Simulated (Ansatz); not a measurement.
Species: sum formula SiBrCl (charge +1, doublet). 
Coordinates optimised at B3LYP-D3(BJ)/def2-TZVP (Ansatz, a first-principles code):
```
Si
Cl 1 1.9805
Br 1 2.1429 2 122.42
```
Charge +1, spin multiplicity 2.

Q: Give the harmonic wavenumbers at B3LYP-D3(BJ)/def2-TZVP (Ansatz, finite differences of forces, unscaled).

A: 150, 428, 643 cm⁻¹. Zero-point energy 1.7 kcal/mol.

Q: From these and the geometry, give the ideal-gas thermochemistry at 298.15 K and 1 atm (rigid rotor, harmonic oscillator).

A: Point group Cs, rotational symmetry number 1. Rotational constants 23.85, 1.505, 1.415 GHz. S(trans) 40.79, S(rot) 26.25, S(vib) 3.92, S(elec, spin only) 1.38, S 72.3 cal/(mol K). H(298) - H(0) 3.04 kcal/mol; G - E(el) -16.8 kcal/mol.
